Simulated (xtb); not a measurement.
dichloro(silyloxy)silane (Cl2H4OSi2), SMILES Cl[SiH](Cl)O[SiH3]. All values are semi-empirical tight-binding results from xtb (GFN2-xTB unless named), good for trends rather than for accurate numbers. Geometry: GFN2-xTB. The values are those of a single conformer.

```
Property                                       Result
--------------------------------------  -------------
orbital gap                                   6.00 eV
dipole moment                                  2.18 D
zero-point energy                       25.0 kcal/mol
G − E(el) at 298.15 K (modified RRHO)    3.2 kcal/mol
static polarisability (D4 model)           90.8 bohr³
solvation energy, GFN2-xTB/ALPB(water)   0.8 kcal/mol
solvation energy, GFN2-xTB/ALPB(dmso)   -3.4 kcal/mol
```
